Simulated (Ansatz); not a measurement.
Reactions of `FC=C[SiH3]`.

Computed with Ansatz on PBE0-D4/def2-TZVP structures; ΔE is electronic, products minus reactants. CCSD(T)/CBS is the MP2 limit (def2-TZVPP, def2-QZVPP) plus CCSD(T) − MP2 in def2-TZVPP, frozen cores. This one scheme is used for every species, atoms too. Double bonds are as drawn, so ΔE can hold a change between cis and trans. Open shells (•) are unrestricted, without spin–orbit coupling. Spin–orbit coupling would lower the free atoms: a little for C, F, Si. Bonds to Br are less sure, by a few kJ/mol each and by 10 to 20 or more in all where they break to atoms, as the def2 sets lack core-valence functions. Scalar relativity is left out up to krypton. One conformer a species, not always the lowest.

Problem. Order these by ΔE at CCSD(T)/CBS, lowest first. (Estimate.)
A. `F/C=C/[SiH3]` + H₂ → `C=C[SiH3]` + H–F
B. `F/C=C/[SiH3]` + `BN[SiH2]Cl` → `BN([SiH3])[SiH2]Cl` + `C=CF`
C. `F/C=C/[SiH3]` → 2 C• + F• + 5 H• + Si•
D. `F/C=C/[SiH3]` + `C[Si](O)(O)Br` → `C[Si](O)(Br)O[SiH3]` + `C=CF`
E. `F/C=C/[SiH3]` + H₂S → `F/C=C\S` + SiH₄

Solution. D (-98.4 kJ/mol), A (-88.1 kJ/mol), B (-34.0 kJ/mol), E (+50.6 kJ/mol), C (+3284.2 kJ/mol).

Largest T1 diagnostic: 0.013, for `F/C=C\S`.
